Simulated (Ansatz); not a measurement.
Computed with Ansatz on PBE0-D4/def2-TZVP structures; ΔE is electronic, products minus reactants. CCSD(T)/CBS is the MP2 limit (def2-TZVPP, def2-QZVPP) plus CCSD(T) − MP2 in def2-TZVPP, frozen cores. This one scheme is used for every species. Functionals use def2-TZVPP. B3LYP here is the variant with VWN-RPA as its local correlation; programs differ in this. Each species was taken in one conformer, which may not be the lowest.

`[SiH3]N[SiH2]S` + `OCS` → `SCO[SiH2]S` + `N[SiH3]`  (ligand exchange at the Si–N bond)

`[SiH3]N[SiH2]S`:

Z-matrix (Å, degrees):
```
Si
N 1 1.729
H 1 1.483 2 107.3
H 1 1.488 2 111.1 3 119.9
H 1 1.488 2 112.0 3 -120.0
Si 2 1.718 1 128.9 3 3.4
H 2 1.012 1 115.8 3 -173.5
S 6 2.138 2 113.6 1 -119.4
H 6 1.482 2 106.0 1 3.5
H 6 1.484 2 112.7 1 125.3
H 8 1.344 6 94.8 2 61.4
```

`OCS`:

Z-matrix (Å, degrees):
```
C
S 1 1.793
O 1 1.405 2 110.6
H 1 1.095 2 109.2 3 123.4
H 1 1.097 2 104.5 3 -120.8
H 2 1.343 1 96.4 3 -70.0
H 3 0.962 1 108.1 2 177.5
```

`SCO[SiH2]S`:

Z-matrix (Å, degrees):
```
C
O 1 1.402
S 1 1.807 2 114.4
H 1 1.094 2 111.7 3 -124.3
H 1 1.091 2 108.1 3 116.5
Si 2 1.641 1 124.4 3 97.6
H 3 1.343 1 96.1 2 -76.6
S 6 2.135 2 114.0 1 -56.5
H 6 1.476 2 104.6 1 -179.0
H 6 1.485 2 111.2 1 59.0
H 8 1.345 6 94.6 2 -64.7
```

`N[SiH3]`:

```xyz
7

N     0.513   -0.006    0.935
Si   -0.227   -0.049   -0.617
H     0.156   -0.591    1.673
H     0.845    0.870    1.305
H    -0.359   -1.472   -1.021
H    -1.584    0.568   -0.711
H     0.656    0.681   -1.564
```

Problem. Is it downhill or uphill in electronic energy at CCSD(T)/CBS, and by how much? (Best estimate.)

Solution. The calculation gave: Downhill: ΔE = -9.3 kcal/mol.

Problem. What do these levels give: ωB97X-V, PBE, B3LYP, HF/def2-TZVPP, CCSD/def2-TZVPP, HF/def2-QZVPP? (An estimate is asked.)

Solution. Computed: ωB97X-V -9.6, PBE -8.9, B3LYP -9.6, HF/def2-TZVPP -9.2, CCSD/def2-TZVPP -9.1, HF/def2-QZVPP -9.1 kcal/mol.

Largest T1 diagnostic among the species: 0.012.

The D4 term adds −0.8 kcal/mol with B3LYP and −0.5 kcal/mol with PBE0; it sums over pairs of atoms, weighted by their polarisabilities, and B3LYP, whose exchange is more repulsive, gets the larger term.
